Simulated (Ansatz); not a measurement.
Ideal-gas functions of CH$_{3}$BFNO, SMILES `NC1(F)BO1` at 800 K and 1 bar, from an Ansatz frequency run at PBE0-D4/def2-TZVP.

Molar mass 74.85 g/mol, point group C1 (symmetry number 1), electronic degeneracy 1, moments of inertia 62.073, 85.999, 117.663 u Å². Harmonic wavenumbers (cm⁻¹, unscaled): 220, 325, 448, 483, 509, 669, 775, 787, 811, 956, 1100, 1226, 1365, 1501, 1651, 2763, 3539, 3644.

Use S(trans) = R[1.5 ln M + 2.5 ln T − 1.1517]; rotational temperatures θ = 24.2544 K / I; S(rot) = R[ln(√π/σ · √(T³/θAθBθC)) + 1.5]; for each mode x = 1.438777 ν̃/T, S = R[x/(eˣ − 1) − ln(1 − e⁻ˣ)] and H = RT x/(eˣ − 1); 1 cm⁻¹ = 0.0119627 kJ/mol; R = 8.31446 J/(mol·K).

**Question.** By hand: the entropy, in J/(mol·K).

**Answer.** Translation 183.2. Rotation: θ = 0.3907, 0.282, 0.2061 K, giving 116.3. Vibration, mode by mode: 16.08, 12.90, 10.33, 9.74, 9.33, 7.26, 6.20, 6.09, 5.88, 4.76, 3.88, 3.24, 2.66, 2.20, 1.77, 0.35, 0.11, 0.09, in all 102.9. Electronic 0.0. Sum 402.4 J/(mol·K).

**Question.** By hand: H − E and G − E in kJ/mol, counted from the electronic energy.

**Answer.** Zero-point energy ½ × 22772 × 0.0119627 = 136.2; thermal vibration 46.0; translation, rotation and pV give 4 RT = 26.6. H − E = 208.8 kJ/mol, and G − E = 208.8 − 800 × 402.4/1000 = -113.1 kJ/mol.

Vibration gives 26 % of the entropy. The sum counts one conformer and one mirror image; others add a mixing term.
